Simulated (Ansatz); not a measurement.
Q: Name a neutral molecule of C, N, S, Sb and H with LUMO energy (ωB97M-V/def2-TZVPP) between 0.95 and 1.25 eV and HOMO energy (ωB97M-V/def2-TZVPP) between -9.20 and -8.90 eV (Ansatz, PBE0-D4/def2-TZVP geometry).

A: `[CH3][Sb]([NH2])[SH]` (1.09 eV, -8.93 eV). Other molecules can fit too; these were computed, each in one conformer that needn't be the lowest.
